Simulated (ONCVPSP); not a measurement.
## Which change was made? (B, ONCV)

ONCVPSP 4.0.1 input, shortened (lines: element, Z, core and valence counts, functional; n l f; lmax; l rc ep ncon nbas qcut; lloc lpopt rc5 dvloc0; l nproj debl; icmod fcfact rcfact), BLYP, scalar-relativistic:

```
  B 5.00    1    2  -106131      upf
    1    0    2.00
    2    0    2.00
    2    1    0.50
    1
    0    1.05    0.00    3    6    7.80
    1    2.15    0.00    3    7    6.30
    4    5    0.75    2.00
    0    2    2.30
    1    2    1.80
    3    2.50    1.25
```

Cutoffs, loose and tight: the cutoffs (Ha) at which the residual kinetic energy of the hardest occupied pseudo-wave falls to 1 and 0.1 mHa per electron. They do not see the model core or the augmentation charge, which bear on the density cutoff. Test errors are all-electron minus pseudo excitation energies from the reference, over the configurations 2s2 2p1; 2s2 2p0; 2s1 2p0; 2s0 2p3; variants that change the core or the reference have their own tests.

The base gives: outcome: generated; cutoff, loose: 12 Ha; cutoff, tight: 25 Ha; bound ghosts: s; GHOST(+) flags above zero: none; largest test error (meV): +106.

(1) After one change the result is: outcome: generated; cutoff, loose: 27 Ha; cutoff, tight: 38 Ha; bound ghosts: s; GHOST(+) flags above zero: none; largest test error (meV): +91. Which change was it?
A. s: qcut 10.8; p: qcut 8.7
B. s: qcut 9.9; p: qcut 8
C. s: qcut 5.5; p: qcut 4.4

Answers

(1) B. The others give: s: qcut 10.8; p: qcut 8.7 → outcome: generated; cutoff, loose: 33 Ha; cutoff, tight: 44 Ha; bound ghosts: s; GHOST(+) flags above zero: none; largest test error (meV): +87 | s: qcut 5.5; p: qcut 4.4 → outcome: generated; cutoff, loose: 12 Ha; cutoff, tight: 22 Ha; bound ghosts: none; GHOST(+) flags above zero: none; largest test error (meV): +148.
